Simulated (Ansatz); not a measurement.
Ta2Si. Charge 0, multiplicity 3. Geometry PBE-D4/def2-TZVP; atoms count from 1.

```xyz
3

Ta    0.911   -0.264   -0.978
Ta   -1.254    0.343   -0.406
Si    0.343   -0.079    1.384
```

In the def2 sets Ta takes a core potential; there is no spin–orbit coupling. The charge 0 triplet is spin-contaminated (final ⟨S²⟩ up to 2.25, 2.00 for a pure state). At PBE0-D4/def2-TZVP a broken-symmetry singlet of charge 0 lies 0.15 eV below the triplet, each at its own geometry. The structure comes from a short search, and lower isomers may exist.

Estimate the Mulliken populations from the PBE0/def2-TZVP orbitals of Ansatz.


```tsv
atom	charge (e)	spin (α − β)	d electrons
Ta1	0.13	0.31	3.49
Ta2	0.13	1.60	3.53
Si3	-0.26	0.09	–
```
Mulliken values depend strongly on the basis.

Where does the spin sit?

Summed by element: Ta 1.91, Si 0.09, of 2 unpaired in all. Largest on single atoms: Ta2 1.60, Ta1 0.31, Si3 0.09.

And the Mayer bond orders between heavy atoms (over 0.3)?

Ta1–Ta2 3.29 (2.32 Å); Ta1–Si3 1.67 (2.44 Å); Ta2–Si3 1.55 (2.44 Å).
